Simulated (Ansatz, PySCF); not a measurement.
H₇NO₂Si₂, SMILES [Si@H](O)(N)O[SiH3]. Atoms are numbered in the order given.

```xyz
12

N     -2.1540     0.4900     0.7701
Si    -0.9450     0.1129    -0.3909
O     -0.5879    -1.5129    -0.3250
O      0.5306     0.8246    -0.1397
Si     2.1003     0.3652     0.1677
H     -1.9912     0.3358     1.7614
H     -2.7502     1.2990     0.6229
H     -1.4683     0.5697    -1.6996
H     -1.3386    -2.1117    -0.2406
H      2.9165     1.6040     0.2956
H      2.1905    -0.4040     1.4430
H      2.6460    -0.4660    -0.9428
```
Charge 0, spin multiplicity 1.

Coordinates come from a B3LYP-D3(BJ)/def2-SVP optimisation. The structure was generated by enumeration; whether it is a known compound was not checked. One conformer was computed; it need not be the lowest.

Two levels are set side by side: PBE-D3(BJ)/def2-SVP (Ansatz, a first-principles code) and B3LYP-D3(BJ)/def2-SVP (Ansatz). Each level has its own optimised geometry; the coordinates shown are those of the second. Frequencies come from the Hessian of PySCF at each geometry. Differences are taken from unrounded values.

| quantity | B3LYP-D3(BJ) |
|---|---|
| mean bond length (Å) | 1.423 |
| bond N1–Si2 (Å) | 1.718 |
| bond Si2–O3 (Å) | 1.666 |
| bond Si2–O4 (Å) | 1.657 |
| bond O4–Si5 (Å) | 1.664 |
| bond N1–H6 (Å) | 1.016 |
| bond N1–H7 (Å) | 1.016 |
| bond Si2–H8 (Å) | 1.482 |
| bond O3–H9 (Å) | 0.964 |
| bond Si5–H10 (Å) | 1.489 |
| bond Si5–H11 (Å) | 1.492 |
| bond Si5–H12 (Å) | 1.491 |
| highest harmonic wavenumber (cm⁻¹) | 3880 |
| mean harmonic wavenumber (cm⁻¹) | 1164 |
| zero-point energy (kcal/mol) | 49.92 |

Problem. What does PBE-D3(BJ) give, and how far is it from B3LYP-D3(BJ)? (An estimate is asked for; the answer gives what the named calculation found.)

Solution. 
```json
[
 {"quantity": "mean bond length (Å)", "PBE-D3(BJ)": "1.435", "PBE-D3(BJ) minus B3LYP-D3(BJ)": "0.012"},
 {"quantity": "bond N1–Si2 (Å)", "PBE-D3(BJ)": "1.728", "PBE-D3(BJ) minus B3LYP-D3(BJ)": "0.010"},
 {"quantity": "bond Si2–O3 (Å)", "PBE-D3(BJ)": "1.679", "PBE-D3(BJ) minus B3LYP-D3(BJ)": "0.013"},
 {"quantity": "bond Si2–O4 (Å)", "PBE-D3(BJ)": "1.672", "PBE-D3(BJ) minus B3LYP-D3(BJ)": "0.015"},
 {"quantity": "bond O4–Si5 (Å)", "PBE-D3(BJ)": "1.679", "PBE-D3(BJ) minus B3LYP-D3(BJ)": "0.015"},
 {"quantity": "bond N1–H6 (Å)", "PBE-D3(BJ)": "1.024", "PBE-D3(BJ) minus B3LYP-D3(BJ)": "0.007"},
 {"quantity": "bond N1–H7 (Å)", "PBE-D3(BJ)": "1.023", "PBE-D3(BJ) minus B3LYP-D3(BJ)": "0.007"},
 {"quantity": "bond Si2–H8 (Å)", "PBE-D3(BJ)": "1.495", "PBE-D3(BJ) minus B3LYP-D3(BJ)": "0.014"},
 {"quantity": "bond O3–H9 (Å)", "PBE-D3(BJ)": "0.973", "PBE-D3(BJ) minus B3LYP-D3(BJ)": "0.009"},
 {"quantity": "bond Si5–H10 (Å)", "PBE-D3(BJ)": "1.502", "PBE-D3(BJ) minus B3LYP-D3(BJ)": "0.013"},
 {"quantity": "bond Si5–H11 (Å)", "PBE-D3(BJ)": "1.506", "PBE-D3(BJ) minus B3LYP-D3(BJ)": "0.014"},
 {"quantity": "bond Si5–H12 (Å)", "PBE-D3(BJ)": "1.504", "PBE-D3(BJ) minus B3LYP-D3(BJ)": "0.013"},
 {"quantity": "highest harmonic wavenumber (cm⁻¹)", "PBE-D3(BJ)": "3769", "PBE-D3(BJ) minus B3LYP-D3(BJ)": "-111"},
 {"quantity": "mean harmonic wavenumber (cm⁻¹)", "PBE-D3(BJ)": "1130", "PBE-D3(BJ) minus B3LYP-D3(BJ)": "-34"},
 {"quantity": "zero-point energy (kcal/mol)", "PBE-D3(BJ)": "48.48", "PBE-D3(BJ) minus B3LYP-D3(BJ)": "-1.44"}
]
```

Exact exchange shortens and stiffens bonds; PBE has none. Differences between two approximate levels are no errors against the true value.
